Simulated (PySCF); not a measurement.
WOF3, SMILES [O]=[W]([F])([F])[F] (connectivity only; charge and spin as stated), neutral, multiplicity 2.

Coordinates come from a r2SCAN-D4/def2-SVP optimisation. The spin state was assumed, not searched. The isomer is the one that the SMILES or the coordinates give; other isomers of the formula were not compared. The def2 effective core potentials stand for the cores of W; spin–orbit coupling is left out.

Level of theory: PySCF with PBE/def2-TZVP.

The molecule is in vacuum.

Computed frontier levels, dipole moment and polarisability:
```yaml
"α spin, highest occupied and lowest empty level": -5.64 and -4.29 eV
"β spin, highest occupied and lowest empty level": -9.26 and -4.20 eV
dipole_moment: 0.66 D
quadrupole, principal values (traceless, Buckingham form, about the centre of nuclear charge): -3.41, -0.56, 3.97 D·Å
mean_static_polarisability: 41.3 bohr³ (6.13 Å³)
polarisability_principal_values: 38.4, 40.1, 45.5 bohr³
"⟨S²⟩": 0.752 (pure state 0.75)
```
